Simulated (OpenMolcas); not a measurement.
## Xe VI: from RASSCF to RASPT2

* Program: OpenMolcas
* Basis: ANO-RCC-VQZP [8s7p5d3f2g]
* Scalar Hamiltonian: DKH2, point nucleus
* Active space: 1 electron in 9 orbitals (RAS2 5p; RAS3 5d 6s, at most 1 electron)
* State averaging: 2S+1 = 2 odd, 3 roots; 2S+1 = 2 even, 6 roots
* Spin-orbit coupling: state interaction with AMFI integrals over the reference wave functions, term energies averaged over their components

Methods on the same reference wave functions:
A. RASSCF
B. SS-RASPT2, IPEA 0.25 Eh, imaginary shift 0.1 Eh (closed shells correlated: 4d 5s)

Energies in cm⁻¹ above 5s² 5p ²P°_1/2, the measured ground level; measured values from Saloman, J. Phys. Chem. Ref. Data 33, 765 (2004).

```csv
Level,A,B,Measured
5s² 5p ²P°_1/2,0.0,0.0,0.0
5s² 5p ²P°_3/2,13897,13897,15599
5s² 5d ²D_3/2,177014,168761,180250
5s² 5d ²D_5/2,178799,170546,182308
5s² 6s ²S_1/2,222979,223079,223478
```

Deviations, from unrounded energies. A percentage is the sum of absolute deviations over the sum of measured energies, with the sign that they share, or ± where signs differ.

```tsv
Against measurement	Levels	A	B
mean absolute deviation (cm-1)	4	2200	6300
fine structure of the ground term (%)	1	-10.9	-10.9
other configurations (%)	3	-1.2	-4.0
```

A lies closest to measurement on these levels. The largest miss of A in the table is 5s² 5d ²D_5/2, by -3500 cm-1. The ranking rests on the paired levels alone, and a cruder setting can come out closer through cancelling errors.

The lowest spin-free term lies below A's lowest term by 0.535 hartree in B.

Over all roots computed the reference weight is 0.88 to 0.93 in B; the roots of lowest weight are the least certain, and an intruder state may touch them. ANO sets are built for valence states and can reach diffuse excited orbitals poorly, and with the s shell closed the s pⁿ⁺¹ terms that mix with these levels are absent. With one active electron the reference holds no correlation, so core polarisation is missing (holds for A). With one active electron, CASPT2 adds the correlation within the correlated inactive shells and between them and that electron, and leaves the splitting within a term as the reference gives it (holds for B). Measured partners are found by configuration, term and J. A level has none where our copy of the source lacks it or the pairing is in doubt (some pairs that miss far off the trend of their configuration count as doubtful), and it then counts in no deviation. Levels of configurations outside the active space are missing.

° marks odd parity.
